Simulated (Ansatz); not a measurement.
B₁₆P₁₆H₃₆⁻, a nanocrystal cut from zinc blende BP (hydrogen-capped). Charge -1, multiplicity 2. Geometry r2SCAN-D4/def2-SVP, that of the neutral singlet; atoms count from 1.

Cartesian coordinates in Å:
```
B 1.162 -3.111 -0.795
B 3.165 -0.714 0.277
B 0.139 -1.179 -3.201
B 2.140 1.220 -2.130
B 3.007 0.312 3.361
B 1.014 -2.041 2.326
B -0.017 -0.158 -0.120
B -2.162 -1.436 1.966
B -0.169 0.867 2.956
B -2.012 -2.505 -1.155
B -3.188 0.498 -0.442
B 1.972 2.188 0.917
B 0.959 4.174 -1.449
B -1.190 2.791 0.559
B -1.037 1.824 -2.490
B -3.337 1.522 2.642
P 1.012 -3.566 1.115
P 2.789 -1.204 2.149
P 2.979 -2.353 -0.758
P 1.861 -0.243 -3.385
P -0.181 -1.725 -1.307
P 1.808 0.614 -0.277
P -1.043 0.310 -3.714
P 0.782 2.580 -2.565
P -2.454 -2.905 0.722
P 1.646 1.572 2.747
P -0.335 -0.708 1.763
P -1.356 1.217 -0.635
P -3.429 -0.019 1.445
P -1.514 2.174 2.389
P -3.391 -1.138 -1.480
P 0.626 3.495 0.352
H 1.106 -4.101 -1.495
H 4.286 -0.260 0.161
H 0.050 -2.107 -3.979
H 3.261 1.672 -2.242
H 4.122 0.772 3.188
H 2.753 -0.071 4.488
H 0.814 -2.401 3.469
H -2.359 -1.798 3.109
H -0.369 0.498 4.097
H -2.170 -3.476 -1.867
H -4.013 1.323 -0.778
H 3.097 2.636 0.797
H 2.105 4.573 -1.548
H 0.086 4.958 -1.776
H -2.021 3.611 0.218
H -1.866 2.647 -2.824
H -3.491 1.120 3.782
H -4.142 2.348 2.252
H 2.115 -4.411 1.415
H -0.019 -4.511 1.338
H 3.736 -2.214 2.488
H 3.822 -3.358 -0.210
H 3.545 -2.316 -2.055
H 2.935 -1.160 -3.489
H 1.907 0.256 -4.715
H -0.613 0.738 -5.000
H -2.325 -0.159 -4.088
H 1.004 2.936 -3.928
H -1.913 -4.151 1.122
H -3.826 -3.277 0.741
H 1.729 2.722 3.579
H -4.728 -0.601 1.531
H -1.350 3.309 3.231
H -3.608 -0.949 -2.866
H -4.639 -1.744 -1.171
H 0.735 4.596 1.246
```

Single mean-field runs in def2-SVP are fitted with def2-universal-jkfit. The highest occupied level of the charge -1 doublet lies above zero (up to 0.04 eV). By energy differences its removal costs 1.05 eV (vertical, to the charge 0 singlet, at PBE0-D4/def2-SVP); self-interaction error and the lack of diffuse functions both raise the level.

**Question.** Estimate the Mulliken populations of the heavy atoms from the PBE0/def2-SVP orbitals of Ansatz.

**Answer.** 
| atom | charge (e) | spin (α − β) |
| --- | --- | --- |
| B1 | -0.17 | -0.02 |
| B2 | -0.14 | -0.02 |
| B3 | -0.17 | -0.02 |
| B4 | -0.14 | -0.02 |
| B5 | -0.12 | 0.01 |
| B6 | -0.14 | -0.02 |
| B7 | -0.15 | -0.06 |
| B8 | -0.14 | -0.02 |
| B9 | -0.14 | 0.00 |
| B10 | -0.17 | -0.02 |
| B11 | -0.14 | -0.02 |
| B12 | -0.14 | 0.00 |
| B13 | -0.12 | 0.01 |
| B14 | -0.14 | 0.00 |
| B15 | -0.14 | -0.02 |
| B16 | -0.12 | 0.01 |
| P17 | 0.12 | 0.09 |
| P18 | 0.08 | 0.01 |
| P19 | 0.12 | 0.09 |
| P20 | 0.12 | 0.09 |
| P21 | 0.11 | 0.08 |
| P22 | 0.02 | 0.03 |
| P23 | 0.12 | 0.09 |
| P24 | 0.08 | 0.01 |
| P25 | 0.12 | 0.09 |
| P26 | 0.12 | 0.00 |
| P27 | 0.02 | 0.03 |
| P28 | 0.02 | 0.03 |
| P29 | 0.08 | 0.01 |
| P30 | 0.12 | 0.00 |
| P31 | 0.12 | 0.09 |
| P32 | 0.12 | 0.00 |
Mulliken values and Mayer orders depend strongly on the basis.

**Question.** Where does the spin sit?

**Answer.** Summed by element: B -0.18, P 0.75, H 0.43, of 1 unpaired in all. Largest on single atoms: P23 0.09, P20 0.09, P19 0.09.

**Question.** And the Mayer bond orders between bonded heavy atoms (over 0.3, the first 40 of 46)?

**Answer.** B1–P17 0.89 (1.97 Å); B1–P19 0.89 (1.97 Å); B1–P21 0.91 (2.00 Å); B2–P18 0.91 (1.97 Å); B2–P19 0.86 (1.95 Å); B2–P22 0.90 (1.98 Å); B3–P20 0.89 (1.97 Å); B3–P21 0.91 (2.00 Å); B3–P23 0.89 (1.97 Å); B4–P20 0.86 (1.95 Å); B4–P22 0.90 (1.98 Å); B4–P24 0.91 (1.97 Å); B5–P18 0.84 (1.95 Å); B5–P26 0.88 (1.95 Å); B6–P17 0.86 (1.95 Å); B6–P18 0.91 (1.97 Å); B6–P27 0.90 (1.98 Å); B7–P21 0.85 (1.97 Å); B7–P22 0.88 (1.99 Å); B7–P27 0.88 (1.99 Å); B7–P28 0.88 (1.99 Å); B8–P25 0.86 (1.95 Å); B8–P27 0.90 (1.98 Å); B8–P29 0.91 (1.97 Å); B9–P26 0.91 (1.96 Å); B9–P27 0.85 (1.98 Å); B9–P30 0.91 (1.96 Å); B10–P21 0.91 (2.00 Å); B10–P25 0.89 (1.97 Å); B10–P31 0.89 (1.97 Å); B11–P28 0.90 (1.98 Å); B11–P29 0.91 (1.97 Å); B11–P31 0.86 (1.95 Å); B12–P22 0.85 (1.98 Å); B12–P26 0.91 (1.96 Å); B12–P32 0.91 (1.96 Å); B13–P24 0.84 (1.95 Å); B13–P32 0.88 (1.95 Å); B14–P28 0.85 (1.98 Å); B14–P30 0.91 (1.96 Å).
